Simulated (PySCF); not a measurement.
**Orbital picture of CoBr⁺**

B2PLYP at R = 2.357 Å; Co def2-TZVPPD, Br def2-TZVPPD; no relativity (PySCF 2.14). State: quartet, unpaired electrons σ ↑, π ↑, δ ↑, a mixture of terms (⟨Lz²⟩ = 4.4). Only the outer orbitals are listed, counted within each symmetry.

```json
{"spin": "α", "orbital": "6π", "occ.": "1", "ε (eV)": "-23.91", "on Co (%)": "100", "main shells (%)": "100 Co d"}
{"spin": "α", "orbital": "2δ", "occ.": "1", "ε (eV)": "-23.79", "on Co (%)": "100", "main shells (%)": "100 Co d"}
{"spin": "α", "orbital": "13σ", "occ.": "1", "ε (eV)": "-23.70", "on Co (%)": "96", "main shells (%)": "96 Co d"}
{"spin": "α", "orbital": "6π", "occ.": "1", "ε (eV)": "-22.61", "on Co (%)": "99", "main shells (%)": "100 Co d"}
{"spin": "α", "orbital": "2δ", "occ.": "1", "ε (eV)": "-22.60", "on Co (%)": "99", "main shells (%)": "99 Co d"}
{"spin": "α", "orbital": "14σ", "occ.": "1", "ε (eV)": "-15.94", "on Co (%)": "38", "main shells (%)": "60 Br p, 33 Co s"}
{"spin": "α", "orbital": "7π", "occ.": "1", "ε (eV)": "-14.59", "on Co (%)": "4", "main shells (%)": "96 Br p"}
{"spin": "α", "orbital": "7π", "occ.": "1", "ε (eV)": "-14.46", "on Co (%)": "4", "main shells (%)": "95 Br p"}
{"spin": "α", "orbital": "15σ", "occ.": "0", "ε (eV)": "-9.24", "on Co (%)": "85", "main shells (%)": "63 Co s, 22 Co p, 15 Br p"}
{"spin": "α", "orbital": "8π", "occ.": "0", "ε (eV)": "-5.51", "on Co (%)": "99", "main shells (%)": "97 Co p"}
{"spin": "α", "orbital": "8π", "occ.": "0", "ε (eV)": "-5.50", "on Co (%)": "99", "main shells (%)": "97 Co p"}
{"spin": "β", "orbital": "2δ", "occ.": "1", "ε (eV)": "-20.56", "on Co (%)": "99", "main shells (%)": "99 Co d"}
{"spin": "β", "orbital": "6π", "occ.": "1", "ε (eV)": "-20.53", "on Co (%)": "99", "main shells (%)": "99 Co d"}
{"spin": "β", "orbital": "13σ", "occ.": "1", "ε (eV)": "-16.29", "on Co (%)": "30", "main shells (%)": "67 Br p, 19 Co s"}
{"spin": "β", "orbital": "6π", "occ.": "1", "ε (eV)": "-14.54", "on Co (%)": "11", "main shells (%)": "88 Br p, 8 Co d"}
{"spin": "β", "orbital": "7π", "occ.": "1", "ε (eV)": "-14.42", "on Co (%)": "4", "main shells (%)": "96 Br p"}
{"spin": "β", "orbital": "14σ", "occ.": "0", "ε (eV)": "-8.94", "on Co (%)": "93", "main shells (%)": "68 Co s, 16 Co p, 9 Co d"}
{"spin": "β", "orbital": "7π", "occ.": "0", "ε (eV)": "-8.08", "on Co (%)": "92", "main shells (%)": "90 Co d"}
{"spin": "β", "orbital": "15σ", "occ.": "0", "ε (eV)": "-7.79", "on Co (%)": "92", "main shells (%)": "80 Co d, 11 Co p"}
```

Task: Which are the highest filled and the lowest empty level, where do they sit, and how wide is the gap?

Result: Highest filled β 7π at -14.42 eV (in %: 96 Br p); lowest empty α 15σ at -9.24 eV (in %: 63 Co s, 22 Co p, 15 Br p); the gap at B2PLYP is 5.18 eV.

The bond order (Mayer) is 1.29, the ⟨S²⟩ is 3.767 and the charge on Co (Mulliken, basis-dependent) is 1.05. The charge on Co (Löwdin, basis-dependent) is 0.88. The dipole moment (positive dipole points towards Br; it is taken about the centre of mass and depends on that origin) is -8.74 D.

Correlated steps freeze 14 core orbitals. Spin–orbit coupling is left out. B2PLYP dipoles, levels and charges come from its SCF part alone. The state is the lowest single determinant that the PBE0 search found; with open d or f shells the true ground state can be another one.
